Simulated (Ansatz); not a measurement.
CH7AlBInO (`C[BH][Al]([OH])[InH2]`) at its PBE0-D4/def2-TZVP geometry, where that method's forces vanish. Charge 0, multiplicity 1. In: def2 effective core potential.

```xyz
12

C    -1.1109   -0.0547    2.0896
B    -1.2377   -0.3663    0.5689
Al    0.3875   -0.5085   -0.8183
O     1.0648   -2.0182   -1.2608
In    1.6440    1.4830   -2.0952
H    -0.1452   -0.2434    2.5614
H    -1.9131   -0.4763    2.7020
H    -1.2694    1.0389    2.1317
H    -2.3645   -0.4102    0.1394
H     0.7490   -2.8527   -0.9162
H     1.1665    2.0908   -3.6554
H     3.0289    2.3176   -1.4470
```

(1) What forces (eV/Å) does B3LYP-D4/def2-TZVPP give on these atoms in Ansatz? (Best estimate.)

Answers

(1) Ansatz gave: 
```
C1  -0.007  0.046  0.064
B2  -0.095 -0.032 -0.120
Al3 -0.073  0.074  0.056
O4   0.006 -0.045 -0.001
In5 -0.027 -0.047  0.028
H6  -0.047  0.002 -0.011
H7   0.044  0.010 -0.012
H8   0.011 -0.030  0.022
H9   0.115  0.004  0.041
H10  0.021 -0.067 -0.012
H11 -0.011  0.038 -0.071
H12  0.063  0.047  0.018
```

B3LYP here is the variant with VWN-RPA as its local correlation; programs differ in this.
